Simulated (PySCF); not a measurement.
**Zn: interval between two levels**

Zn [Ar] 3d10 4s2 → Zn [Ar] 3d9 4s2 5s1 [3D3, M_J = 3], as a difference of total energies. Calculation: PySCF 2.14, in x2c-SVPall-2c with one added diffuse shell each of s, d type (6s5p4d1f, 48 functions); the two-component X2C-1e Hamiltonian. Correlated levels: [Ne] frozen; the 6 highest virtual spinors dropped. "Screened" scales the spin-orbit matrix elements by Boettger's factors to mimic the two-electron term; Breit and QED terms are absent.

```tsv
method	interval between two levels (cm⁻¹)
GHF (spin-free)	99905
GMP2 (spin-free)	119950
GHF (screened spin-orbit)	98773
GMP2 (screened spin-orbit)	118820
```

The labels give the starting determinants; with spin-orbit coupling the two ends relaxed to ⟨J²⟩ = 0.00, ⟨L²⟩ = 0.00, ⟨S²⟩ = 0.00 and ⟨J²⟩ = 12.00, ⟨L²⟩ = 6.01, ⟨S²⟩ = 2.00.
